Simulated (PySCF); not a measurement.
A mixed set of molecules.

All values: PBE0/def2-SVPD (PySCF) at GFN2-xTB geometries, gas phase, one conformer each. Core orbitals are frozen in the response; Δα² is half the sum of the squared differences of the principal polarisabilities.

Question: Rank by polarisability anisotropy Δα, highest first.
A. `[CH2:1]=[C:2]([CH2:3][F:4])[CH2:5][C:6]([F:7])([F:8])[F:9]` with C1–C2–C3–F4 -129°, C1–C2–C5–C6 -86°
B. `[CH3:1][C:2]([CH3:3])([CH2:4][Cl:5])[CH2:6][Cl:7]` with C1–C2–C4–Cl5 -178°, C1–C2–C6–Cl7 -58° (2,2-dimethyl-1,3-dichloropropane)
C. `CC(F)=C1C=C1`
D. `[CH:1]#[C:2][C:3](=[CH2:4])[CH2:5][CH2:6][C:7]#[N:8]` with C2–C3–C5–C6 66°, C3–C5–C6–C7 -178°
E. `[CH2:1]=[CH:2]/[CH:3]=[CH:4]/[CH:5]=[CH:6]\[C:7]#[N:8]` with C1–C2–C3–C4 180°, C3–C4–C5–C6 180°
F. `N#C[C@]12C[C@@H]3[C@H](C1)[C@@H]32`

Answer: E (19.78 Å³), D (5.91 Å³), C (5.44 Å³), F (3.47 Å³), A (2.47 Å³), B (2.11 Å³).

Question: Rank by dipole moment, highest first.
A. `[CH2:1]=[CH:2]/[CH:3]=[CH:4]/[CH:5]=[CH:6]\[C:7]#[N:8]` with C1–C2–C3–C4 180°, C3–C4–C5–C6 180°
B. `[CH2:1]=[C:2]=[CH:3][n:4]1[cH:5][cH:6][cH:7][cH:8]1` with C2–C3–N4–C5 0°
C. `Nc1ccc2c(c1)C2`
D. `[CH3:1][C:2]([CH3:3])([CH2:4][Cl:5])[CH2:6][Cl:7]` with C1–C2–C4–Cl5 -178°, C1–C2–C6–Cl7 -58°
E. `N#C[C@]12C[C@@H]3[C@H](C1)[C@@H]32`
F. `C(#C)C1(F)CC1`

Answer: A (4.64 D), E (4.45 D), D (2.55 D), F (1.98 D), C (1.60 D), B (1.40 D).

All values together:

| SMILES | formula | μ (D) | HOMO (eV) | LUMO (eV) | α (Å³) | Δα (Å³) | electrons | α per electron (Å³) |
| --- | --- | --- | --- | --- | --- | --- | --- | --- |
| N#C[C@]12C[C@@H]3[C@H](C1)[C@@H]32 | C7H7N | 4.45 | -7.90 | 0.28 | 11.07 | 3.47 | 56 | 0.198 |
| C#CC1(F)CC1 | C5H5F | 1.98 | -7.58 | 0.20 | 8.36 | 4.07 | 44 | 0.190 |
| C=C=Cn1cccc1 | C7H7N | 1.40 | -6.27 | -0.28 | 13.89 | 11.56 | 56 | 0.248 |
| CC(F)=C1C=C1 | C5H5F | 3.02 | -5.82 | -0.77 | 8.72 | 5.44 | 44 | 0.198 |
| Nc1ccc2c(c1)C2 | C7H7N | 1.60 | -5.70 | -0.22 | 12.98 | 8.57 | 56 | 0.232 |
| C=C/C=C/C=C\C#N | C7H7N | 4.64 | -6.82 | -2.45 | 16.61 | 19.78 | 56 | 0.297 |
| CC(C)(CCl)CCl | C5H10Cl2 | 2.55 | -8.37 | 0.40 | 13.01 | 2.11 | 74 | 0.176 |
| C#CC(=C)CCC#N | C7H7N | 4.05 | -7.54 | -1.29 | 12.72 | 5.91 | 56 | 0.227 |
| C=C(CF)CC(F)(F)F | C5H6F4 | 2.01 | -8.24 | -0.66 | 9.39 | 2.47 | 72 | 0.130 |

Conformers: `[CH2:1]=[C:2]=[CH:3][n:4]1[cH:5][cH:6][cH:7][cH:8]1` with C2–C3–N4–C5 0°; `[CH2:1]=[CH:2]/[CH:3]=[CH:4]/[CH:5]=[CH:6]\[C:7]#[N:8]` with C1–C2–C3–C4 180°, C3–C4–C5–C6 180°; `[CH3:1][C:2]([CH3:3])([CH2:4][Cl:5])[CH2:6][Cl:7]` with C1–C2–C4–Cl5 -178°, C1–C2–C6–Cl7 -58°; `[CH:1]#[C:2][C:3](=[CH2:4])[CH2:5][CH2:6][C:7]#[N:8]` with C2–C3–C5–C6 66°, C3–C5–C6–C7 -178°; `[CH2:1]=[C:2]([CH2:3][F:4])[CH2:5][C:6]([F:7])([F:8])[F:9]` with C1–C2–C3–F4 -129°, C1–C2–C5–C6 -86°.

Q: How closely does the mean polarisability follow the number of electrons in this set?

A: The correlation coefficient is 0.27; α per electron runs from 0.130 to 0.297 Å³.
